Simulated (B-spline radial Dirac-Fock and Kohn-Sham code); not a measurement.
## Core and valence levels of Re¹⁹⁺

System: the Re¹⁹⁺ ion, configuration [Kr] 4d10 4f10; nuclear rms radius 5.3698 fm (A = 187).

Input file task.json (cfg lists n, l and occupation; rrms is the nuclear radius in fm):

```json
{"items": [{
  "Z": 75,
  "q": 19,
  "cfg": [[1, 0, 2], [2, 0, 2], [2, 1, 6], [3, 0, 2], [3, 1, 6], [3, 2, 10], [4, 0, 2], [4, 1, 6], [4, 2, 10], [4, 3, 10]],
  "A": 187,
  "rrms": 5.3698,
  "do": ["binding"]
}]}
```

Command: `python xray_run.py task.json out`

These are calculated numbers from a radial atomic solver; the model is relaxed Dirac-Fock hole states (ΔSCF) with Breit and QED corrections and a finite nucleus. The model has no electron correlation. Energies are counted from the vacuum level.

All terms are in eV, carry their sign (relaxation lowers the binding energy) and add up to the binding energy; ⟨r⟩ is the mean radius of the orbital in the initial state.

| subshell | −ε (Koopmans) | relaxation | Gaunt | retardation | QED | binding energy | ⟨r⟩ (bohr) |
| --- | --- | --- | --- | --- | --- | --- | --- |
| K | 72622.2 | -76.54 | -263.52 | 24.08 | -125.73 | 72180.5 | 0.018 |
| L1 | 13125.5 | -41.07 | -29.11 | 2.08 | -18.50 | 13038.9 | 0.076 |
| L2 | 12553.9 | -45.59 | -50.08 | 5.36 | -0.06 | 12463.5 | 0.063 |
| L3 | 11111.1 | -42.40 | -34.34 | 7.32 | -1.85 | 11039.9 | 0.071 |
| M1 | 3467.0 | -18.54 | -5.39 | 0.35 | -4.29 | 3439.1 | 0.196 |
| M2 | 3213.1 | -19.54 | -9.43 | 0.89 | -0.13 | 3184.9 | 0.187 |
| M3 | 2894.6 | -17.97 | -6.21 | 1.39 | -0.48 | 2871.4 | 0.201 |
| M4 | 2474.6 | -20.58 | -4.15 | 0.38 | 0.31 | 2450.6 | 0.176 |
| M5 | 2406.3 | -20.00 | -2.85 | 0.41 | 0.13 | 2383.9 | 0.181 |
| N1 | 1114.1 | -4.34 | -1.29 | 0.10 | -1.09 | 1107.5 | 0.435 |
| N2 | 1006.4 | -4.32 | -2.19 | 0.22 | -0.03 | 1000.1 | 0.438 |
| N3 | 928.2 | -3.66 | -1.38 | 0.34 | -0.12 | 923.3 | 0.466 |
| N4 | 749.9 | -3.64 | -0.76 | 0.08 | 0.06 | 745.6 | 0.474 |
| N5 | 734.8 | -3.43 | -0.47 | 0.09 | 0.02 | 731.0 | 0.483 |
| N6,7 | 510.8 | -3.42 | 0.04 | -0.01 | 0.04 | 507.5 | 0.496 |

For the deepest level, K (1s), the Breit terms make up -0.332 % of the binding energy, QED -0.174 % and orbital relaxation -0.106 %.

Spin-orbit splittings: 2p 1423.7 eV, 3p 313.5 eV, 3d 66.67 eV, 4p 76.79 eV, 4d 14.61 eV.

Going to the tabulated ground configuration of the next ion removes an electron from N6,7 (4f), computed at 507.5 eV. NIST lists 520 ± 30 eV as the ionisation energy of this species (theoretical), +12.53 eV from the computed value, within the stated uncertainty.
